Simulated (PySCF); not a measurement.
Excitation energy of Rb by level of theory

Rb [Kr] 5s1 (2S) → Rb [Kr] 5p1 (2P), as a difference of total energies. Computed with PySCF 2.14 in def2-TZVPPD with the def2 core potential (28 electrons) (6s4p3d1f, 40 functions), with a scalar-relativistic core potential. Correlated levels: valence and next inner shell: nothing frozen outside the core potential. The calculations carry no spin-orbit coupling.

```
                                method  excitation energy (eV)  error (eV)
                                   UHF                   1.353      -0.226
                                   LDA                   1.537      -0.042
                                   PBE                   1.375      -0.204
                                  PBE0                   1.376      -0.203
                                r2SCAN                   1.341      -0.238
                                 TPSSh                   1.277      -0.302
                                revPBE                   1.299      -0.280
                             BHandHLYP                   1.474      -0.105
    MP2 (valence and next inner shell)                   1.533      -0.046
SCS-MP2 (valence and next inner shell)                   1.496      -0.083
```

Reference: 1.579 eV (measured; NIST levels, between the centres of gravity of the two terms).

Errors of the correlated levels include the incompleteness of this basis.
